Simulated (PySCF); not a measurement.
HO₂ (SMILES [O]O), doublet, at a GFN2-xTB geometry. Base run: PySCF with B3LYP/3-21G.

Input for PySCF:
```python
from pyscf import gto, scf, dft

mol = gto.Mole()
mol.atom = '''
    O    -0.50300875    0.32094818    0.02100596
    O     0.65391542   -0.27519835   -0.02369777
    H    -1.20725328   -0.36599861    0.02153448
'''
mol.basis = '3-21g'
mol.spin = 1
mol.verbose = 4
mol.symmetry = True
mol.build()

mf = dft.UKS(mol)
mf.xc = 'b3lyp'
mf.kernel()
mf.analyze()
```

The base run was repeated with changes; each row names its change, and settings that it needs were set with it.

| change | ΔE vs base (mEh) | point group used | SCF cycles |
|---|---|---|---|
| base | 0.000 | Cs | 10 |
| symmetry = off | 0.000 | C1 | 10 |
| irrep_nelec = A':(8, 7) A":(1, 1) | 266.4 | Cs | 12 |
| irrep_nelec = A':(6, 7) A":(3, 1) | 1453.8 | Cs | 12 |

Open shells are given as the SCF converged; they aren't shown to be the lowest states, and a large step between rows can be another state.
